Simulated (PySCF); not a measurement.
Exercise with solution: oscillator strength and radiative lifetime

C5H7F, SMILES C[C@@H]1C=C[C@@H]1F.

The structure is a stationary point at B3LYP-D3(BJ)/def2-SVP. The structure was generated by enumeration; whether it is a known compound was not checked.

TDDFT-PBE/def2-SVPD (PySCF) puts the first singlet state with f over 0.02 at 6.78 eV (vertical), with the transition dipole (0.556, 0.486, -0.012) in atomic units.

**Question.** Find the oscillator strength, the wavelength and the radiative lifetime that this transition would have in vacuum if emission retraced absorption.

**Answer.** 
|μ|² = 0.5455 au, so |μ| = 1.88 D. ΔE = 6.78/27.211 = 0.2492 hartree. f = (2/3) ΔE |μ|² = 0.091 (the program prints 0.091).
λ = 1239.84/6.78 = 183 nm; ν = 54684 cm⁻¹.
Einstein's coefficient A = 0.6670 ν² f s⁻¹ (ν in cm⁻¹) = 1.8e8 s⁻¹, so τ = 1/A = 5.5 ns. This state is S3; the lower singlets have f = 0.011, 0.001. The figure is the radiative limit of this one transition; relaxation, internal conversion, crossing to triplets and a medium change what is measured.
